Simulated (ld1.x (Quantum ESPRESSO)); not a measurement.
**What one change does to a pseudopotential (arsenic, ultrasoft)**

ld1.x (Quantum ESPRESSO) 7.5 input, shortened:

```
&input
   title='As', zed=33., rel=1, dft='PZ', iswitch=3,
   config='[Ar] 3d10 4s2 4p2.5 4f-2'
 /
 &inputp
   pseudotype=3, tm=.true., lloc=-1, rcloc=1.20,
   nlcc=.false.,
   which_augfun='PSQ', rmatch_augfun=0.75
 /
7
4S  1  0   2.00   0.00  1.55  1.90  0.0
4S  1  0   0.00   3.20  1.55  1.90  0.0
3P  2  1   6.00   0.00  1.00  1.05  0.0
4P  3  1   2.50   0.00  1.00  1.05  0.0
3D  3  2  10.00   0.00  1.10  1.20  0.0
3D  3  2   0.00  -3.05  1.10  1.20  0.0
4F  4  3  -2.00   0.45  1.40  1.70  0.0
 &test
   configts(1)='3p6 3d10 4s2 4p2.5'
 /
```

Change: core correction a·sin(br)/r model core inside 0.62 bohr.

Cutoffs: the cutoffs (Ry, on a coarse ladder) from which the occupation-weighted sum of valence levels, in a spherical-Bessel basis at the reference potential, stays within 10 and 1 mRy of its value at 400 Ry; they do not see the model core or the augmentation charge, which bear on the density cutoff. Errors are all-electron minus pseudo energies relative to the spin-unpolarised reference configuration.

Problem. Predict the effect on cutoff, ghosts and configuration errors.

Solution. The potential gets neither clearly harder nor softer (120 Ry and 200 Ry → 120 Ry and 200 Ry); of the 9 tests that both files solve, the error grows in 1 and shrinks in 2 by more than 15 % and 0.3 meV (median size 6.0 → 6.6 meV); neither file shows a bound ghost. A model core, the more so a compact one, raises the density cutoff, which this test does not measure.

| quantity | base | changed |
| --- | --- | --- |
| cutoff, loose | 120 Ry | 120 Ry |
| cutoff, tight | 200 Ry | 200 Ry |
| bound ghosts | none | none |
| error for 3p6 3d10 4s2 4p3, meV [ΔE -3.64 eV] | +0.3 | +0.3 |
| error for 3p6 3d10 4s2 4p2, meV [ΔE 5.69 eV] | -0.7 | -0.8 |
| error for 3p6 3d10 4s2 4p1, meV [ΔE 23.85 eV] | -6.0 | -6.6 |
| error for 3p6 3d10 4s1 4p4, meV [ΔE 5.85 eV] | -4.8 | -5.2 |
| error for 3p6 3d10 4s1 4p0, meV [ΔE 103.00 eV] | -28 | -39 |
| error for 3p6 3d10 4s2 4p3.3, meV [ΔE -4.91 eV] | +0.3 | +0.3 |
| error for 3p6 3d10 4s2 4p0, meV [ΔE 51.89 eV] | -25 | -28 |
| error for 3p6 3d10 4s2 4p2.5 (spin-polarised), meV [ΔE -1.03 eV] | +17 | +13 |
| error for 3p6 3d10 4s2 4p3 (spin-polarised), meV [ΔE -4.96 eV] | +20 | +15 |
| s: phases at 2.06 bohr within 0.05 rad from the reference energy up to (Ry; the scan ends near 5) | 1.0 | 1.0 |
| p: phases at 2.06 bohr within 0.05 rad from the reference energy up to (Ry; the scan ends near 5) | n/a | n/a |
| d: phases at 2.06 bohr within 0.05 rad from the reference energy up to (Ry; the scan ends near 5) | to the end of the scan | to the end of the scan |
| f: phases at 2.06 bohr within 0.05 rad from the reference energy up to (Ry; the scan ends near 5) | to the end of the scan | to the end of the scan |
| lowest overlap eigenvalue by channel | s 0.44, p 0.12, d 1.00, f 0.65 | s 0.44, p 0.12, d 1.00, f 0.65 |
